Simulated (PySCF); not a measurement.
**Radial density of Si⁺ (silicon, charge +1)**

UHF, [Ne] 3s2 3p1, 2P determinant. All numbers are calculated (PySCF 2.14, no relativity, point nucleus, in aug-cc-pwCVQZ).

| r (bohr) | 4πr²ρ (e/bohr) | 4πr²(ρα − ρβ) |
| --- | --- | --- |
| 0.00179 | 0.06757 | 0.0000 |
| 0.00301 | 0.1848 | 0.0000 |
| 0.00506 | 0.4936 | 0.0000 |
| 0.00851 | 1.268 | 0.0000 |
| 0.0143 | 3.051 | -0.0001 |
| 0.0241 | 6.576 | -0.0001 |
| 0.0405 | 11.81 | 0.0005 |
| 0.0682 | 15.72 | 0.0040 |
| 0.115 | 13.50 | 0.0189 |
| 0.193 | 9.595 | 0.0570 |
| 0.324 | 13.24 | 0.0878 |
| 0.546 | 12.19 | 0.0247 |
| 0.918 | 3.531 | 0.0314 |
| 1.54 | 1.602 | 0.3654 |
| 2.60 | 1.042 | 0.3863 |
| 4.37 | 0.1068 | 0.0609 |
| 7.34 | 0.0008843 | 0.0007 |
